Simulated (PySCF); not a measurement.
## Cd²⁺: ionisation energy

Cd²⁺ [Kr] 4d10 (1S) → Cd³⁺ [Kr] 4d9 (2D), as a difference of total energies. All numbers are calculated (PySCF 2.14, a scalar-relativistic core potential, in aug-cc-pVDZ-PP with ECP28MDF (5s5p4d2f, 54 functions)). Correlated levels: valence: 4s2 4p6 frozen. The calculations carry no spin-orbit coupling.

| method | ionisation energy (eV) |
| --- | --- |
| UHF | 35.952 |
| TPSS | 37.297 |
| B3LYP | 37.634 |
| MP2 (valence) | 37.746 |
| SCS-MP2 (valence) | 37.549 |

Question: How much does correlation contribute at MP2 (valence)?

Answer: 37.746 − (35.952) = 1.794 eV, measured against UHF.

The reference lies between the lowest fine-structure levels, while these numbers refer to the centres of the terms.

Errors of the correlated levels include the incompleteness of this basis and the frozen core.

For comparison: 37.468 ± 0.006 eV (measured; NIST Atomic Spectra Database, ionization energies).
